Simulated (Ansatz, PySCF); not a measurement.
Spin states of H3O3V (SMILES [OH][V]([OH])[OH]), each relaxed with B3LYP-D3(BJ)/def2-TZVP.
State 1 (charge 0, multiplicity 3):
```tsv
atom	x (Å)	y (Å)	z (Å)
V	0.0506	-0.1005	-0.3030
O	-1.4800	-1.0086	-0.1686
H	-1.8148	-1.8486	0.1500
O	0.1542	1.5071	-1.1144
H	-0.2603	2.3471	-0.9010
O	1.5279	-0.5639	0.6293
H	1.7205	-0.4082	1.5585
```
State 2 (charge 0, multiplicity 1):
```xyz
7

V     -0.0141    -0.0112    -0.0221
O     -1.2060    -1.2994     0.0491
H     -2.0746    -1.5776    -0.2448
O     -0.3452     1.4410    -0.9529
H      0.0013     2.2928    -1.2222
O      1.5081    -0.1749     0.8386
H      2.0284    -0.7464     1.4051
```

| level | energy of the multiplicity-1 state less that of the multiplicity-3 state (eV) | cost |
|---|---|---|
| SVWN5/def2-TZVPP | 0.294 | ×0.7 |
| PBE-D4/def2-TZVPP | 0.501 | ×1 |
| BLYP-D3(BJ)/def2-TZVPP | 0.388 | ×1 |
| BLYP-D4/def2-TZVPP | 0.383 | ×1 |
| r2SCAN-D4/def2-TZVPP | 0.728 | ×2 |
| B97M-V/def2-TZVPP | 0.547 | ×2 |
| B3LYP/def2-TZVPP | 0.590 | ×2 |
| B3LYP-D3(BJ)/def2-TZVPP | 0.590 | ×2 |
| B3LYP-D4/def2-TZVPP | 0.586 | ×2 |
| PBE0/def2-TZVPP | 0.785 | ×2 |
| PBE0-D3(BJ)/def2-TZVPP | 0.785 | ×2 |
| BHLYP/def2-TZVPP | 0.866 | ×3 |
| BHLYP-D4/def2-TZVPP | 0.864 | ×3 |
| CAM-B3LYP/def2-TZVPP | 0.622 | ×3 |
| CAM-B3LYP-D3(BJ)/def2-TZVPP | 0.623 | ×3 |
| CAM-B3LYP-D4/def2-TZVPP | 0.621 | ×3 |
| wB97M-V/def2-TZVPP | 0.472 | ×7 |
| B2PLYP/def2-TZVPP | 0.559 | ×3 |
| CCSD/def2-SVP | 0.654 | - |
| CCSD(T)/def2-SVP | 0.511 | ×6 |

The rows run from 0.294 (SVWN5/def2-TZVPP) to 0.866 eV (BHLYP/def2-TZVPP). The dispersion term adds 0.000 in B3LYP-D3(BJ), -0.004 in B3LYP-D4, 0.000 in PBE0-D3(BJ). The 8 functionals in def2-TZVPP without D3 or D4 span 0.572, from SVWN5 to BHLYP.

Singlets are restricted, other states unrestricted; no spin–orbit coupling, no relativity up to Kr; see below for the cores. The largest T1 diagnostic is 0.064.

Correlated levels freeze the inner cores; with def2 sets outer-core shells near the valence are correlated too.

Doubts at one or more of the structures used: a restricted determinant that unrestricted orbitals would lower (B2PLYP/def2-TZVPP, CCSD/def2-SVP, CCSD(T)/def2-SVP); T1 above 0.05 (CCSD/def2-SVP, CCSD(T)/def2-SVP).

Programs: Ansatz (a program for electronic structure) with Gaussian orbitals; PySCF for the dispersion terms. 

Costs are rough ratios of core time to PBE/def2-TZVPP (about 30 s over the structures, on one shared machine); a dash marks a level with no comparable run of its own.
